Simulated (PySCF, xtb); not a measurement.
Precursor series Ti Br-H. Isolated molecules, 0 K electronic values unless said otherwise.

Quantity: redistribution energy (mixed species minus the weighted end members), in kcal/mol.

Level 1: B3LYP/LANL2DZ // TPSS-D3(BJ)/def2-SVP (PySCF)
Level 2: PBE/6-31G* (LANL2DZ on Ti) // TPSS-D3(BJ)/def2-SVP (PySCF)
Level 3: HF/6-31G* (LANL2DZ on Ti) // TPSS-D3(BJ)/def2-SVP (PySCF)
Level 4: GFN2-xTB (xtb)

| species | level 2 | level 3 | level 4 |
|---|---|---|---|
| 3 of 4 Br replaced by H: [Ti(Br)(H)3] | -2.93 | -5.19 | -12.8 |
| 2 of 4 Br replaced by H: [Ti(Br)2(H)2] | -4.98 | -10.4 | -16.6 |

**Question.** What does level 1 give for each?

**Answer.** 
- 3 of 4 Br replaced by H: [Ti(Br)(H)3]: -3.04
- 2 of 4 Br replaced by H: [Ti(Br)2(H)2]: -5.71
